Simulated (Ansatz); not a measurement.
Stepwise reaction of `C#[C][Sn]([Cl])([Cl])[C]#C` with hydrogen, as a gas-phase model of exchange steps in deposition or etching. ΔE in kJ/mol; ΔG adds harmonic PBE0-D4 terms to CCSD(T)/CBS, at 1 bar.

Computed with Ansatz on PBE0-D4/def2-TZVP structures; ΔE is electronic, products minus reactants. CCSD(T)/CBS is the MP2 limit (def2-TZVPP, def2-QZVPP) plus CCSD(T) − MP2 in def2-TZVPP, frozen cores. This one scheme is used for every species. DFT in def2-TZVPP. B3LYP here is the variant with VWN-RPA as its local correlation; programs differ in this. Elements past krypton have def2 core potentials. For Sn outer-core shells are correlated without core-valence functions, which leaves a few kJ/mol of doubt a bond.

```csv
step,reaction,PBE-D4,B3LYP-D4,ωB97M-V,CCSD(T)/CBS,ΔG(500 K)
1,`C#[C][Sn]([Cl])([Cl])[C]#C` + H₂ → `C#[C][SnH]([Cl])[Cl]` + `C#C`,-11.4,-12.6,-12.4,-3.7,-5.3
```

Task: Give the row of step 2, `C#[C][SnH]([Cl])[Cl]` + H₂ → `[Cl][SnH2][Cl]` + `C#C`. (An estimate is asked.)

Result: Computed: 
```json
{"step": "2", "reaction": "`C#[C][SnH]([Cl])[Cl]` + H₂ → `[Cl][SnH2][Cl]` + `C#C`", "PBE-D4": "-8.6", "B3LYP-D4": "-10.3", "ωB97M-V": "-10.0", "CCSD(T)/CBS": "-1.8", "ΔG(500 K)": "2.5"}
```

Task: By hand: ΔE of the 2 steps together at CCSD(T)/CBS.

Result: (-3.7) + (-1.8) = -5.5 kJ/mol, or -2.8 kJ/mol a step.

In ΔE the steps differ by no more than 1.9 kJ/mol. ΔG lies between -5.3 and 2.5 kJ/mol a step. PBE-D4 differs from CCSD(T)/CBS by -7.7 to -6.8 kJ/mol a step. Only this route is followed, and other bonds may react first. Isolated molecules leave out the surface, adducts and barriers. Largest T1 diagnostic: 0.013.
